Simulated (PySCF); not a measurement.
These are B3LYP-D3(BJ)/def2-TZVP // BP86-D3(BJ)/def2-SVP run with PySCF values and carry that method's errors. Isolated molecules, 0 K electronic values unless said otherwise. One relaxed conformer stands for a flexible species; it need not be the lowest. B3LYP has the VWN-RPA correlation part, as in Gaussian. 

Reference species: [Ti(Cl)2(OH)2] (neutral, multiplicity 1).

The LUMO comes out as -2.81 eV and the mean distance from the central atom to its bonded neighbours comes out as 1.987 Å.

Changed species: [Ti(Cl)3(OH)] (1 of 4 Cl replaced by OH; the reference has 2 of 4 Cl replaced by OH).

Task: Give the shifts of the LUMO and mean distance from the central atom to its bonded neighbours.

Result: the LUMO falls by 0.63 eV, to -3.44 eV; the mean distance from the central atom to its bonded neighbours rises by 0.091 Å, to 2.078 Å.
